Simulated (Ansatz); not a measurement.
C2H5FSi2, relaxed with RKS PBE0-D4/def2-TZVP in Ansatz from a PBE-D4/def2-SVP geometry. The force threshold is 0.005 eV/Å; the program also tests the step.

The species carries charge 0 and has multiplicity 1. The bonds changed during the relaxation, so this is another structure than the one it started from.

Start:

```xyz
10

C     0.429   -0.715   -1.489
C     0.356   -0.352   -0.180
Si   -0.878    0.912    0.483
Si    1.613   -1.259    0.921
F     1.188   -0.600    2.391
H     1.167   -1.466   -1.844
H    -0.227   -0.298   -2.278
H    -1.793    0.268    1.487
H    -1.704    1.469   -0.649
H    -0.150    2.041    1.159
```

```tsv
step	energy (eV)	largest force (eV/Å)	largest move (Å)
1	-20617.9790	0.859	0.000
2	-20618.0334	0.569	0.037
3	-20618.0452	0.251	0.045
4	-20618.0501	0.070	0.018
5	-20618.0505	0.032	0.026
6	-20618.0506	0.025	0.008
7	-20618.0506	0.009	0.003
8	-20618.0506	0.002	0.002
```

End:

```xyz
10

C     0.427   -0.693   -1.443
C     0.338   -0.343   -0.150
Si   -0.892    0.917    0.464
Si    1.591   -1.280    0.888
F     1.267   -0.676    2.356
H     1.154   -1.434   -1.786
H    -0.205   -0.274   -2.225
H    -1.797    0.300    1.467
H    -1.701    1.428   -0.677
H    -0.182    2.054    1.106
```

Hardware: 4 threads of an Arm Neoverse V1 on a shared host. Wall time 28 s, peak host memory 0.5 GiB.
